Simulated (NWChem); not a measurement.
System: C4H3ClO; SMILES o1ccc(Cl)c1

NWChem input:

```
start job
memory heap 200 mb stack 900 mb global 1100 mb
geometry units angstroms noautosym nocenter noautoz
  Cl    -0.027346     1.998715     0.000000
  C     -0.001572     0.286521     0.000000
  C      1.160431    -0.545919     0.000000
  C      0.680417    -1.820509     0.000000
  O     -0.665881    -1.824708     0.000000
  C     -1.084184    -0.544436     0.000000
  H      2.198756    -0.224791     0.000000
  H      1.164837    -2.793642     0.000000
  H     -2.155226    -0.365693     0.000000
end
basis spherical
  Cl library def2-svp
  C library def2-svp
  O library def2-svp
  H library def2-svp
end
dft
  xc m05-2x
  iterations 150
end
cosmo
  do_cosmo_smd true
  solvent ethanol
end
task dft energy
```

Coordinates come from a PBE0/def2-SVP optimisation. Solvent: ethanol.

Level: M05-2X/def2-SVP with SMD (1 M gas to 1 M solution), gas-phase geometry.

What results follow from this input? (M05-2X/def2-SVP, SMD on the gas-phase geometry.) Quantities: solvation free energy (kcal/mol); cavity-dispersion-structure term (kcal/mol); dipole in solution (D).

The solvation free energy (kcal/mol) is -3.2. The cavity-dispersion-structure term (kcal/mol) comes out as 0.9 and the dipole in solution (D) comes out as 1.39.
